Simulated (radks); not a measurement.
Q: As XXVII, 7 electrons, occupied as [He] 2s2 2p3 (the NIST ground configuration). Method: non-relativistic Kohn-Sham, PBE, spin-polarised, spherical densities, point nucleus; open shells are filled with parallel spins first; computed with a radial shooting solver on a logarithmic mesh with Libxc functionals. Some entries of the table are withheld. Estimate them.

orbital  occ.  eigenvalue (hartree)  <1/r> (bohr^-1)  r(max) (bohr)
1s up       1                   (1)              (2)        0.03060
1s down     1                   (3)              (4)        0.03057
2s up       1             -103.3997            7.594         0.1682
2s down     1             -102.0843            7.535         0.1688
2p up       3             -99.54034            7.539            (5)
2p down     0             -97.94834            7.498            (6)

A: 
(1) 1s up eigenvalue (hartree): -482.6530
(2) 1s up <1/r> (bohr^-1): 32.55
(3) 1s down eigenvalue (hartree): -481.8967
(4) 1s down <1/r> (bohr^-1): 32.59
(5) 2p up r(max) (bohr): 0.1320
(6) 2p down r(max) (bohr): 0.1328
